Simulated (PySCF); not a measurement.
Identify the unknown among the candidates.

All candidates are C5H5N3O.

* Rotational structure: rotational constants A, B, C: 3.216, 1.519, 1.038 GHz [GFN2-xTB]
* Polarisability: 79.5 au [wB97X-D/def2-SVPD]
* Dipole: 3.07 D [wB97X-D/def2-SVPD]
* 13C NMR: chemical shifts (computed TMS as zero) by class: 201.6 (1 C), 159.1 (1 C), 151.5 (1 C), 120.5 (1 C), 26.4 (1 C) ppm [GIAO PBE0/pcSseg-1]
* UV, first state: lowest singlet excitation: 2.92 eV (425 nm, f = 0.002) [TDDFT wB97X-D/def2-SVPD]
* NMR, other nuclei: isotropic shieldings of nuclei other than C and H, by class: -306 (1 N), -177 (1 N), -169 (1 N), -415 (1 O) ppm [GIAO PBE0/pcSseg-1]

Gas-phase values; electronic properties from PySCF, density fitting. Levels stand in brackets. The structure is a single GFN2-xTB conformer in the gas phase; no vibrational or solvent corrections. NMR values are class means; diastereotopic atoms form classes of their own.

Question: Which candidate is it?
A. `Cc1nnncc1C=O`
B. `Cc1nncc(C=O)n1`
C. `Cc1cc(C=O)nnn1`
D. `CC(=O)c1ccnnn1`

Answer: A. It is `Cc1nnncc1C=O`. Numbering: `[CH3:1][c:2]1[n:3][n:4][n:5][cH:6][c:7]1[CH:8]=[O:9]`. Its formula, C5H5N3O, gives 5 degrees of unsaturation: 1 ring and 4 π bonds in the structure found (Kekulé form). 5 carbons fall into 5 classes; from least to most shielded: aldehyde carbon [C8] (201.6 ppm), substituted aromatic carbon [C2] (159.1 ppm), aromatic CH next to a ring nitrogen [C6] (151.5 ppm), substituted aromatic carbon [C7] (120.5 ppm), benzylic-type carbon [C1] (26.4 ppm). The other shieldings belong to: -306 ppm, pyridine-type nitrogen [N4]; -177 ppm, pyridine-type nitrogen [N3]; -169 ppm, pyridine-type nitrogen [N5]; -415 ppm, aldehyde oxygen [O9]. S1 is mainly HOMO→LUMO (weight 0.93); the largest Löwdin shares of the orbital it empties are 0.41 on a pyridine-type nitrogen, 0.20 on a pyridine-type nitrogen, 0.18 on a pyridine-type nitrogen and 0.05 on a substituted aromatic carbon, of the orbital it fills 0.18 on a pyridine-type nitrogen, 0.17 on the aldehyde oxygen, 0.16 on the aldehyde carbon and 0.14 on a substituted aromatic carbon. By its constants the optimised geometry is an asymmetric top.

The others, at the same levels:
- `Cc1cc(C=O)nnn1` fails: its computed 13C shifts are 202.7 (1 C), 165.4 (1 C), 151.5 (1 C), 119.0 (1 C), 24.8 (1 C) ppm and smallest rotational constant is 0.934 GHz (against 1.038 GHz).
- `CC(=O)c1ccnnn1` fails: its computed 13C shifts are 206.4 (1 C), 156.0 (1 C), 152.9 (1 C), 118.9 (1 C), 30.3 (1 C) ppm, rotational constant A is 3.947 GHz (against 3.216 GHz) and smallest rotational constant is 0.984 GHz (against 1.038 GHz).
- `Cc1nncc(C=O)n1` fails: its computed 13C shifts are 205.3 (1 C), 171.7 (1 C), 144.3 (1 C), 142.8 (1 C), 25.9 (1 C) ppm, rotational constant A is 3.907 GHz (against 3.216 GHz) and smallest rotational constant is 0.937 GHz (against 1.038 GHz).

Each candidate is one conformer, not necessarily the lowest. The conformers computed, where there is a choice (atom-mapped SMILES and torsion angles):
- `[CH3:1][c:2]1[n:3][n:4][n:5][cH:6][c:7]1[CH:8]=[O:9]`: C6–C7–C8–O9 180°
- `[CH3:1][c:2]1[cH:3][c:4]([CH:5]=[O:6])[n:7][n:8][n:9]1`: C3–C4–C5–O6 0°
- `[CH3:1][C:2](=[O:3])[c:4]1[cH:5][cH:6][n:7][n:8][n:9]1`: C1–C2–C4–C5 180°
- `[CH3:1][c:2]1[n:3][n:4][cH:5][c:6]([CH:7]=[O:8])[n:9]1`: C5–C6–C7–O8 -7°
